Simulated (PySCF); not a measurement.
## Interval between two levels of Sb³⁺ by level of theory

Sb³⁺ [Kr] 4d10 5s2 → Sb³⁺ [Kr] 4d9 5s2 5p1 [3F4, M_J = 4], as a difference of total energies. Computed with PySCF 2.14 in x2c-TZVPall-2c (8s9p5d2f, 74 functions), with the two-component X2C-1e Hamiltonian. Correlated levels: [Ar] 3d10 frozen; the 6 highest virtual spinors dropped. "Screened" scales the spin-orbit matrix elements by Boettger's factors to mimic the two-electron term; Breit and QED terms are absent.

```csv
method,interval between two levels (cm⁻¹)
GHF (spin-free),283940
GMP2 (spin-free),287470
GHF (screened spin-orbit),282520
GMP2 (screened spin-orbit),285970
```

The labels give the starting determinants; with spin-orbit coupling the two ends relaxed to ⟨J²⟩ = 0.00, ⟨L²⟩ = 0.02, ⟨S²⟩ = 0.02 and ⟨J²⟩ = 20.01, ⟨L²⟩ = 12.03, ⟨S²⟩ = 2.02.
